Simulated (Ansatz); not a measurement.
`CCC(CC(C)c1ccc(I)cc1)c1ccc(OC(C)(C)C)cc1`. The state is a singlet with charge 0. Geometry PBE-D4/def2-SVP, basis def2-SVP, Ansatz.

```xyz
53

C    -0.281   -2.067   -3.706
C     0.645   -1.017   -3.097
C    -0.010   -0.173   -1.980
C     0.892    1.008   -1.527
C     0.552    2.374   -2.167
C     0.689    2.399   -3.698
C     1.367    3.481   -1.518
C     0.745    4.464   -0.725
C     1.481    5.488   -0.108
C     2.871    5.530   -0.286
I     4.002    7.072    0.636
C     3.523    4.563   -1.067
C     2.767    3.551   -1.674
C    -0.421   -1.042   -0.802
C     0.547   -1.694   -0.010
C     0.179   -2.487    1.084
C    -1.180   -2.647    1.421
O    -1.550   -3.468    2.457
C    -1.683   -2.911    3.803
C    -2.760   -1.818    3.829
C    -2.111   -4.118    4.639
C    -0.340   -2.355    4.294
C    -2.158   -2.021    0.625
C    -1.776   -1.231   -0.469
H    -1.178   -1.596   -4.161
H     0.229   -2.648   -4.500
H    -0.640   -2.784   -2.939
H     1.551   -1.509   -2.678
H     1.017   -0.336   -3.892
H    -0.948    0.259   -2.397
H     0.813    1.130   -0.428
H     1.960    0.763   -1.725
H    -0.515    2.580   -1.926
H     0.001    1.674   -4.179
H     1.720    2.146   -4.020
H     0.450    3.404   -4.098
H    -0.348    4.432   -0.585
H     0.970    6.246    0.504
H     4.613    4.598   -1.204
H     3.289    2.798   -2.286
H     1.616   -1.580   -0.251
H     0.939   -3.005    1.686
H    -2.905   -1.448    4.864
H    -2.474   -0.954    3.197
H    -3.729   -2.214    3.464
H    -3.065   -4.531    4.255
H    -2.250   -3.832    5.701
H    -1.343   -4.914    4.583
H    -0.005   -1.499    3.676
H     0.443   -3.139    4.262
H    -0.431   -2.001    5.341
H    -3.219   -2.175    0.867
H    -2.552   -0.746   -1.083
```

```tsv
run	HOMO (eV)	LUMO (eV)
A	-5.71	-1.44
B	-6.52	-0.68
C	-5.50	-1.58
D	-6.26	-0.86
```

In the def2 sets I takes a core potential; there is no spin–orbit coupling. B3LYP takes the VWN-RPA correlation. Single mean-field runs in def2-SVP are fitted with def2-universal-jkfit.

Q: The runs used B3LYP, PBE, PBE0, r2SCAN. Estimate which is which.

A: A r2SCAN (0 % exact exchange); B PBE0 (25 % exact exchange); C PBE (0 % exact exchange); D B3LYP (20 % exact exchange). Exact exchange lowers occupied and raises empty levels; among semilocal functionals meta-GGAs tend to open the gap a little, and such runs are hard to tell apart. The gap grows from 3.92 eV (PBE) to 5.84 eV (PBE0).
